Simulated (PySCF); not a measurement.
**Se²⁺ (selenium, charge +2): UHF calculation**

Configuration: [Ar] 3d10 4s2 4p2, high-spin 3P determinant. Computed with PySCF 2.14 in 6-31G*, with the non-relativistic Hamiltonian (point nucleus).

| Quantity | Value |
| --- | --- |
| Total energy | -2398.442683 hartree |
| One-electron energy | -3314.3273 hartree |
| Hartree (Coulomb) energy | 1000.7930 hartree |
| Exchange energy | -84.9083 hartree |
| Kinetic energy | 2397.51422 hartree |
| ⟨S²⟩ | 2.0077 |
| ⟨L²⟩ | 2.022 |
| Sum of ⟨r⟩ | 19.99 bohr |
| Sum of ⟨r²⟩ | 24.43 bohr² |
| Traceless quadrupole moment −½Σ⟨3z² − r²⟩ along its main axis | 1.82 e·bohr² |
| Density at the nucleus (Gaussians lack the cusp) | 25500 bohr⁻³ |
| Spin density at the nucleus | 0.129 bohr⁻³ |
| Langevin diamagnetic susceptibility | -19.4 ×10⁻⁶ cm³/mol |
| Time after the integrals | 0.1 s of wall time on 1 thread of Intel(R) Xeon(R) Platinum 8375C CPU @ 2.90GHz (shared host) |

```json
{"shell": "1s α", "electrons": "1", "mean orbital energy (eV)": "-12564.4", "spread (eV)": "0", "rms radius, mean of both spins (bohr)": "0.0521"}
{"shell": "1s β", "electrons": "1", "mean orbital energy (eV)": "-12564.2", "spread (eV)": "0", "rms radius, mean of both spins (bohr)": "0.0521"}
{"shell": "2s α", "electrons": "1", "mean orbital energy (eV)": "-1675.1", "spread (eV)": "0", "rms radius, mean of both spins (bohr)": "0.216"}
{"shell": "2s β", "electrons": "1", "mean orbital energy (eV)": "-1675.0", "spread (eV)": "0", "rms radius, mean of both spins (bohr)": "0.216"}
{"shell": "2p α", "electrons": "3", "mean orbital energy (eV)": "-1501.1", "spread (eV)": "0.073", "rms radius, mean of both spins (bohr)": "0.191"}
{"shell": "2p β", "electrons": "3", "mean orbital energy (eV)": "-1500.8", "spread (eV)": "0.220", "rms radius, mean of both spins (bohr)": "0.191"}
{"shell": "3s α", "electrons": "1", "mean orbital energy (eV)": "-266.79", "spread (eV)": "0", "rms radius, mean of both spins (bohr)": "0.623"}
{"shell": "3s β", "electrons": "1", "mean orbital energy (eV)": "-266.34", "spread (eV)": "0", "rms radius, mean of both spins (bohr)": "0.623"}
{"shell": "3p α", "electrons": "3", "mean orbital energy (eV)": "-204.99", "spread (eV)": "0.042", "rms radius, mean of both spins (bohr)": "0.640"}
{"shell": "3p β", "electrons": "3", "mean orbital energy (eV)": "-204.38", "spread (eV)": "0.735", "rms radius, mean of both spins (bohr)": "0.640"}
{"shell": "3d α", "electrons": "5", "mean orbital energy (eV)": "-95.112", "spread (eV)": "0.400", "rms radius, mean of both spins (bohr)": "0.693"}
{"shell": "3d β", "electrons": "5", "mean orbital energy (eV)": "-94.787", "spread (eV)": "0.705", "rms radius, mean of both spins (bohr)": "0.693"}
{"shell": "4s α", "electrons": "1", "mean orbital energy (eV)": "-45.155", "spread (eV)": "0", "rms radius, mean of both spins (bohr)": "1.87"}
{"shell": "4s β", "electrons": "1", "mean orbital energy (eV)": "-39.182", "spread (eV)": "0", "rms radius, mean of both spins (bohr)": "1.87"}
{"shell": "4p α", "electrons": "2", "mean orbital energy (eV)": "-31.487", "spread (eV)": "0", "rms radius, mean of both spins (bohr)": "2.13"}
```
